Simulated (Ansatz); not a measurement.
Geometry optimisation, RKS BLYP-D4/STO-3G in Ansatz.

Input:

```yaml
crystal:
  periodic: [false, false, false]
  atoms:
    - { symbol: B, position_ang: [-2.1143, -0.1117, 1.2819] }
    - { symbol: Si, position_ang: [-1.2263, -0.6403, -0.328] }
    - { symbol: B, position_ang: [0.5864, -0.0208, -0.2613] }
    - { symbol: B, position_ang: [1.6801, -0.5437, 0.9718] }
    - { symbol: C, position_ang: [1.1852, 0.9744, -1.361] }
    - { symbol: H, position_ang: [-2.2486, 1.0992, 1.5228] }
    - { symbol: H, position_ang: [-2.5987, -0.8683, 2.005] }
    - { symbol: H, position_ang: [-1.8463, -0.0501, -1.5162] }
    - { symbol: H, position_ang: [-1.2393, -2.088, -0.3707] }
    - { symbol: H, position_ang: [2.7291, -0.1853, 1.0565] }
    - { symbol: H, position_ang: [1.1788, -1.2983, 1.8134] }
    - { symbol: H, position_ang: [1.5449, 1.9226, -0.833] }
    - { symbol: H, position_ang: [1.9885, 0.5377, -1.8883] }
    - { symbol: H, position_ang: [0.3676, 1.2434, -2.064] }
basis:
  gaussian: { orbitals: STO-3G }
hamiltonian:
  xc: blyp
  dispersion: d4
relax:
  f_tol: 0.02
  max_steps: 40
scf:
  lower_state_search: "off"
```

Run as:

```bash
$ ansatz run input.yaml --threads 1 --pin off --max-ram 2048MiB --backend cpu --events-out ev --progress --plain --runs-dir out
```

Question: Where does it end, and by what steps?

Answer: It converged. Limits of this set-up: minimal basis. After 37 steps the energy has fallen by 1.340 eV; H10 moved furthest, 2.04 Å.

```tsv
step	energy less start (eV)	largest force component (eV/Å)	accepted
0	0.0000	3.713	yes
2	-0.5603	0.598	yes
4	-0.8035	0.860	yes
6	-1.1258	0.534	yes
8	-1.2915	0.139	yes
10	-1.2853	0.521	no
12	-1.3118	0.126	yes
14	-1.3174	0.105	yes
16	-1.3216	0.210	yes
18	-1.3257	0.140	yes
20	-1.3301	0.102	yes
22	-1.3320	0.077	yes
24	-1.3335	0.058	yes
26	-1.3327	0.119	no
28	-1.3356	0.077	yes
30	-1.3364	0.107	yes
32	-1.3378	0.111	yes
34	-1.3388	0.125	yes
36	-1.3392	0.061	no
37	-1.3398	0.011	yes
```

```xyz
14
Properties=species:S:1:pos:R:3
B -2.150 0.299 0.864
Si -1.047 -0.948 -0.158
B 0.759 -0.061 -0.215
B 1.764 -1.018 0.577
C 0.924 1.346 -0.922
H -2.729 1.179 0.333
H -2.202 0.250 2.042
H -1.486 -1.105 -1.540
H -0.979 -2.272 0.447
H 2.332 -1.907 0.040
H 1.865 -0.976 1.756
H 0.919 2.122 -0.120
H 1.900 1.447 -1.439
H 0.118 1.615 -1.634
```

Whether the end is a true minimum wasn't checked by a vibrational analysis.

Time of the run: 86 s on 1 thread of Arm Neoverse V1, with other jobs on the host, peak memory 0.11 GiB.
